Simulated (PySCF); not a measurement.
Excitations are Tamm–Dancoff values on a coarser integration grid. The basis has no diffuse functions, so Rydberg states are missing or too high.

Z-matrix (Å, degrees):
```
Sn
Cl 1 2.3145
Cl 1 2.3145 2 109.47
Cl 1 2.3146 2 109.47 3 -120.00
Cl 1 2.3146 2 109.47 3 120.00
```
Charge 0, multiplicity 1.

Problem. Predict the total energy, LUMO and S1 excitation (TDA) from TPSSh-D3(BJ)/def2-TZVP // PBE0-D3(BJ)/def2-SVP (PySCF).

Solution. 
- total energy: -2055.3354 Ha
- LUMO: -3.93 eV
- S1 excitation (TDA): 4.61 eV
